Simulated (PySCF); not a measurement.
From one molecule to another.

First species: C5H11PS.
Atom-mapped SMILES: `[CH3:1]/[CH:2]=[CH:3]/[P:4]([CH3:5])([CH3:6])=[S:7]` (hydrogens: H8, H9, H10 on C1; H11 on C2; H12 on C3; H13, H14, H15 on C5; H16, H17, H18 on C6)

Second species: C6H4ClF.
Structure used (GFN2-xTB), in Å, numbered top down from 1:
```
atom  x, y, z in Å
F1    -0.7538    2.6068    0.0100
C2    -0.4045    1.3069    0.0053
C3    -1.3963    0.3432    0.0409
C4    -1.0213   -0.9894    0.0355
C5     0.3149   -1.3481   -0.0068
C6     1.2859   -0.3586   -0.0419
Cl7    2.9529   -0.7994   -0.0947
C8     0.9396    0.9831   -0.0364
H9    -2.4321    0.6402    0.0729
H10   -1.7775   -1.7585    0.0635
H11    0.6063   -2.3860   -0.0117
H12    1.6869    1.7592   -0.0627
```

Levels: wB97X-D/def2-SVPD for dipole moment, HOMO energy, LUMO energy, HOMO–LUMO gap, static isotropic polarisability and electronic spatial extent ⟨r²⟩ about the centre of nuclear charge; TDDFT wB97X-D/def2-SVPD for lowest singlet excitation; TDA wB97X-D/def2-SVPD for lowest triplet excitation (Tamm–Dancoff); GFN2-xTB for rotational constant A and rotational constant C. Geometries: GFN2-xTB. All species are isolated and taken at one optimised geometry, non-relativistic unless stated. Electronic properties by PySCF.

Dipoles, sizes and rotational constants follow the conformer. The torsions of the flexible species, by atom-mapped SMILES:
- `[CH3:1]/[CH:2]=[CH:3]/[P:4]([CH3:5])([CH3:6])=[S:7]`: C2–C3–P4–C5 126°

Values for the first species:

```
Dipole moment                                                     : 4.82 D
HOMO energy                                                       : -8.09 eV
LUMO energy                                                       : 1.33 eV
HOMO–LUMO gap                                                     : 9.42 eV
Lowest singlet excitation                                         : 5.37 eV
Lowest triplet excitation (Tamm–Dancoff)                          : 4.49 eV
Static isotropic polarisability                                   : 108.4 au
Electronic spatial extent ⟨r²⟩ about the centre of nuclear charge : 1363 bohr²
Rotational constant A                                             : 2.315 GHz
Rotational constant C                                             : 0.980 GHz
```

(1) Estimate the same properties for the second species, and the change in each.

Results:

(1) 
| property | first | second | second less first |
| --- | --- | --- | --- |
| dipole moment | 4.82 D | 1.67 D | -3.15 D |
| HOMO energy | -8.09 eV | -9.18 eV | -1.09 eV |
| LUMO energy | 1.33 eV | 0.82 eV | -0.51 eV |
| HOMO–LUMO gap | 9.42 eV | 10.00 eV | +0.58 eV |
| lowest singlet excitation | 5.37 eV | 5.37 eV | 0.00 eV |
| lowest triplet excitation (Tamm–Dancoff) | 4.49 eV | 4.17 eV | -0.32 eV |
| static isotropic polarisability | 108.4 au | 81.1 au | -27.3 au |
| electronic spatial extent ⟨r²⟩ about the centre of nuclear charge | 1363 bohr² | 1167 bohr² | -196 bohr² |
| rotational constant A | 2.315 GHz | 3.458 GHz | +1.143 GHz |
| rotational constant C | 0.980 GHz | 0.881 GHz | -0.099 GHz |

On the first: The principal polarisabilities are 91.5, 109.2 and 124.4 au; their mean is the isotropic value. In wavenumbers S1 is 43300 cm⁻¹ (1 eV = 8065.54 cm⁻¹).

On the second: In wavenumbers S1 is 43300 cm⁻¹ (1 eV = 8065.54 cm⁻¹). The vertical singlet–triplet gap S1 − T1 is 1.20 eV (TDDFT singlet less Tamm–Dancoff triplet; S1: HOMO→LUMO, weight 0.45; T1: HOMO→LUMO, weight 0.33, beside HOMO→LUMO+1, weight 0.29).
